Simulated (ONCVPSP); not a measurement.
PW91 ONCV dataset for Mg, scalar-relativistic all-electron reference.

magnesium, optimised norm-conserving Vanderbilt (ONCV), made with ONCVPSP 4.0.1 (PW91, scalar-relativistic). Core [He], reference 2s2 2p6 3s2. Waves: 2s+3s: rc 1.45 bohr, ncon 4, nbas 9, qcut 10.1 1/bohr, 2 projectors; 2p: rc 0.70 bohr, ncon 4, nbas 8, qcut 21.1 1/bohr, 2 projectors, debl 3.2 Ha. Local part: polynomial inside 0.45 bohr (lpopt 3, dvloc0 0 Ha). Core correction: none.

All-electron outer shells of the reference configuration (PW91, scalar-relativistic, ld1.x):

```
shell  level (eV)  outermost node (bohr)  outermost maximum (bohr)
   1s    -1260.31                      –                      0.09
   2s      -79.91                   0.18                      0.54
   2p      -46.75                      –                      0.48
   3s       -4.74                   0.90                      2.56
```

(1) Estimate the cutoffs (Ha) at which the residual kinetic energy of the hardest occupied pseudo-wave falls to 1 and 0.1 mHa per electron.

(2) Does the potential have ghost states?

(3) Which valence shell sets the plane-wave cutoff?

(4) Tests: 2s2 2p6 3s1; 2s2 2p6 3s0; 2s2 2p6 3s1.5; 2s1 2p6 3s2. Which has the largest error in its energy relative to the reference configuration, and how large is it?

Results:

(1) 149 Ha and 175 Ha.

(2) No bound ghost flagged; no localised positive-energy state flagged.

(3) 2p: 149 Ha for 1 mHa per electron, against 23 Ha for 2s.

(4) 2s1 2p6 3s2, with -177 meV (all-electron minus pseudo) on +91.54 eV.
